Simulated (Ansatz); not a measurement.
Ansatz (a quantum-chemistry and plane-wave program) input (wB97X/def2-TZVPD):

Ansatz 0.2 input:
```yaml
crystal:
  periodic: [false, false, false]
  atoms:
    - {symbol: Mo, position_ang: [-0.00000000, -0.00000000, -0.65522540]}
    - {symbol: Cl, position_ang: [0.00000000, 0.00000000, 1.61879217]}
basis:
  gaussian:
    orbitals: def2-TZVPD
hamiltonian:
  xc: {name: wB97X}
total_charge: -1
magnetization: {spin_polarized: true, initial_magnetization: 4}
```

Output:

```
Functional definition: wB97X
integrals: 0.04 GiB planned
629 factors; their error is unknown
integrals: 0.07 GiB planned
139 factors; integrals over basis functions are off by at most 5.6e-5 eV
mean field: 0.42 GiB planned
mean field evaluation 1: about -14376.7940 eV, gradient 1.6e1 eV
mean field evaluation 2: about -14377.7018 eV, gradient 1.4e1 eV
mean field evaluation 4: about -14378.5253 eV, gradient 1.2e0 eV
mean field evaluation 8: about -14378.5829 eV, gradient 2.1e-1 eV
mean field evaluation 16: about -14378.6636 eV, gradient 5.5e-3 eV
mean field evaluation 32: about -14377.8100 eV, gradient 5.8e0 eV
mean field -14378.66360878 eV, -528.4061414143 hartree, gradient 3.9e-5 eV, S^2 6.218250; 2 other end points of the search recorded, 0 dependent functions left out
reference -14378.66358744 eV, -528.4061406301 hartree; 18, 14 occupied and 68, 72 virtual orbitals, 629 factors
Total energy: -14378.66358744 eV, -528.4061406301 hartree
```

This state (charge -1, quintet) is run at the relaxed geometry of the species with charge 0 and multiplicity 4.

The determinant is spin-contaminated: <S^2> is 6.22 against 6.00 for a pure state.
